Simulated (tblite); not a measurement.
Species: C₃H₁₃NOSi₃.
SMILES with atom numbers: `[CH2:1]=[N:2][CH2:3][SiH2:4][Si@@H:5]([OH:6])[CH2:7][SiH3:8]` (hydrogens: H9, H10 on C1; H11, H12 on C3; H13, H14 on Si4; H15 on Si5; H16 on O6; H17, H18 on C7; H19, H20, H21 on Si8)

The geometry is computed with GFN2-xTB (gas phase).

Question: What internal coordinates does the optimisation give?

Answer: 
| bond | length (Å) |
| --- | --- |
| C1=N2 | 1.255 |
| N2–C3 | 1.418 |
| C3–Si4 | 1.940 |
| Si4–Si5 | 2.312 |
| Si5–O6 | 1.626 |
| Si5–C7 | 1.902 |
| C7–Si8 | 1.892 |
| C1–H9 | 1.094 |
| C1–H10 | 1.080 |
| C3–H11 | 1.091 |
| C3–H12 | 1.098 |
| Si4–H13 | 1.472 |
| Si4–H14 | 1.470 |
| Si5–H15 | 1.475 |
| O6–H16 | 0.967 |
| C7–H17 | 1.090 |
| C7–H18 | 1.091 |
| Si8–H19, Si8–H20, Si8–H21 | 1.466 |

Bonds in one row agree within 0.01 Å and their mean is given. A selection of angles:
| angle | degrees |
| --- | --- |
| C1–N2–C3 | 121.4 |
| N2–C3–Si4 | 107.5 |
| C3–Si4–Si5 | 105.7 |
| Si4–Si5–O6 | 108.3 |
| Si4–Si5–C7 | 114.0 |
| O6–Si5–C7 | 106.5 |
| Si5–C7–Si8 | 115.5 |
| H16–O6–Si5 | 118.1 |

Torsions: C1–N2–C3–Si4 110° (anticlinal); N2–C3–Si4–Si5 40° (synclinal); C3–Si4–Si5–O6 -1° (synperiplanar); Si4–Si5–C7–Si8 65° (synclinal); H16–O6–Si5–Si4 -22° (synperiplanar).

Of the pairs four or more bonds apart, those above aside, N2···O6 is among the closest relative to their van der Waals radii: 2.80 Å, 91 % of the sum of Bondi's values. H16 on O6 lies 1.96 Å from N2, 5 bonds away (angle at H 144°; Bondi radii sum to 2.75 Å): the geometry of an intramolecular hydrogen bond. Si8 (SiH3 silicon) is tetrahedral (angles from 108.8° to 110.5°). The 3 C–Si bonds span 1.892 Å (C7–Si8, drawn single) to 1.940 Å (C3–Si4, drawn single), a spread of 0.048 Å. Si4 (SiH2 silicon) is distorted tetrahedral (angles from 104.0° to 120.2°). Si5 (oxygen-bound silicon) is distorted tetrahedral (angles from 106.5° to 114.0°). The 2 C–N bonds span 1.255 Å (C1=N2, drawn double) to 1.418 Å (N2–C3, drawn single), a spread of 0.163 Å.

Point group: C1 (no symmetry element, even within 0.4 Å). Its GFN2-xTB frequencies are all real (lowest 24 cm⁻¹). The numbers are those of one conformer (C1–N2–C3–Si4 110°, N2–C3–Si4–Si5 40°, C3–Si4–Si5–O6 -1°, Si4–Si5–O6–H -22°, Si4–Si5–C7–Si8 65°). 3 starts were optimised and ended at 0.00, 1.95 and 3.16 kcal/mol (GFN2-xTB); the lowest of these is shown.

On one thread of an Arm Neoverse V1, shared host, this took 2.9 s. These figures are those of the optimisation.
